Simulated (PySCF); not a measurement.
Molecule: C₃H₁₁BN₂, charge 0, multiplicity 1. 
Coordinates optimised at B3LYP-D3(BJ)/def2-TZVP (Ansatz):
SMILES: CNB(C)NC
```xyz
17

C     -2.1519    -0.2245     0.9248
N     -0.8665    -0.5171     0.3260
B      0.1499     0.4104    -0.0215
C     -0.0289     1.9661     0.2264
N      1.3539    -0.0673    -0.6045
C      1.6707    -1.4508    -0.8946
H     -2.9839    -0.5393     0.2857
H     -2.2486     0.8477     1.0839
H     -2.2732    -0.7144     1.8969
H     -0.7176    -1.4982     0.1537
H      0.8443     2.5373    -0.0967
H     -0.8930     2.3669    -0.3116
H     -0.1890     2.1935     1.2844
H      2.0694     0.5929    -0.8484
H      1.6702    -2.0690     0.0106
H      2.6620    -1.5293    -1.3404
H      0.9593    -1.8939    -1.6011
```
Charge 0, spin multiplicity 1.

Dispersion corrections to the total energy (kcal/mol) from the dftd3 and dftd4 libraries through PySCF: D3(BJ) without and D4 with the three-body term, each with the damping fitted for the functional named.

```
functional  D3(BJ)      D4
----------  ------  ------
CAM-B3LYP    -5.82   -6.24
HSE06        -4.93     ___
B2PLYP       -5.83     ___
LC-wPBE      -7.06   -8.13
B2GP-PLYP    -4.11   -3.14
BLYP        -15.91  -16.38
r2SCAN         ___   -2.01
```

Problem. Complete the blanks.

Solution. 
- HSE06, D4: -5.77
- B2PLYP, D4: -5.20
- r2SCAN, D3(BJ): -2.32
